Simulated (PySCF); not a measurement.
C6H14N (doublet state).
Atom-mapped SMILES: `[CH3:1][CH:2][C:3]([CH3:4])([CH3:5])[CH2:6][NH2:7]` (hydrogens: H8, H9, H10 on C1; H11 on C2; H12, H13, H14 on C4; H15, H16, H17 on C5; H18, H19 on C6; H20, H21 on N7)

Cartesian coordinates in Å at the GFN2-xTB level; atoms count from 1:
```xyz
21
C6H14N angstrom
C      2.0247   -0.9321    0.5558
C      0.8321   -0.1983    1.0340
C     -0.1549    0.4373    0.1198
C      0.5528    1.2357   -0.9890
C     -1.0728    1.3705    0.9131
C     -1.0265   -0.6575   -0.5555
N     -1.7241   -1.4309    0.4561
H      2.8776   -0.2575    0.4027
H      2.3383   -1.6792    1.2848
H      1.8369   -1.4260   -0.3981
H      0.7068   -0.0684    2.0948
H      1.1607    2.0221   -0.5480
H      1.1966    0.5956   -1.5860
H     -0.1815    1.6940   -1.6476
H     -1.6522    0.7937    1.6276
H     -1.7612    1.8821    0.2451
H     -0.4862    2.1159    1.4452
H     -0.3784   -1.2728   -1.2028
H     -1.7787   -0.1810   -1.1905
H     -1.0448   -1.8602    1.0780
H     -2.2740   -2.1660    0.0258
```

The hyperfine couplings belong to this conformer and change with its torsions.

Theory: UKS B3LYP, pcH-1 on C H N, non-relativistic, mean-field spin-orbit, GIAO (PySCF). Geometry: GFN2-xTB, one conformer, isolated molecule. Couplings are sensitive to structure, and on GFN2-xTB geometries they can be far from those on DFT ones. The SCF solution wasn't tested for stability.

(1) What is the g tensor, term by term?

(2) At 9.3 GHz, how far is the centre of the isotropic spectrum from where a free electron (g = 2.002319) resonates?

(3) What are the electron Larmor frequencies g μB B/h along the three axes at 350 mT?

(4) In a frozen sample, at which fields do the three g values resonate at 9.5, 34, 94 and 263 GHz (hyperfine left aside), and which band first spreads them over more than twice a line width of 0.5 mT?

Answers

(1) 
| Δg (ppm) | 1 | 2 | 3 |
| --- | --- | --- | --- |
| relativistic mass correction | -145 | -145 | -145 |
| gauge correction | 7 | 35 | 28 |
| orbital Zeeman/spin–orbit | -20 | 616 | 808 |
| total | -158 | 506 | 691 |

So g = 2.00216, 2.00283, 2.00301 and g_iso = 2.00267; the tensor is rhombic: the two nearest values differ by 22 % of g3 − g1. Axes: g3 points within 6° of the C2–H11 bond.

(2) B = hν/(g μB) with μB/h = 13.99624 MHz/mT gives 331.85 mT for the free electron and 331.79 mT at g_iso, 0.06 mT lower.

(3) 9.8080, 9.8112, 9.8121 GHz for g1, g2 and g3, a range of 4.2 MHz.

(4) 
| band | GHz | B(g3) mT | B(g2) mT | B(g1) mT | spread mT |
| --- | --- | --- | --- | --- | --- |
| X | 9.5 | 338.87 | 338.90 | 339.01 | 0.14 |
| Q | 34.0 | 1212.79 | 1212.90 | 1213.30 | 0.51 |
| W | 94.0 | 3353.00 | 3353.31 | 3354.42 | 1.42 |
| J | 263.0 | 9381.26 | 9382.12 | 9385.24 | 3.98 |

The spread grows in proportion to the frequency. W band is the first where it exceeds 1.0 mT.

The Mulliken spin populations are largest on C2 (+1.03), C1 (-0.09), C3 (-0.07) and H8 (+0.06). C2 is the only atom above +0.15. The positive populations add up to 1.21 and the negative ones to -0.21, together 2S = 1. The angles at C2 add up to 359.9°, so it is planar; its axial dipolar tensor and the negative coupling of its proton fit spin in a p orbital normal to that plane.

The HOMO–LUMO gaps are 6.17 eV among the α and 5.01 eV among the β orbitals.
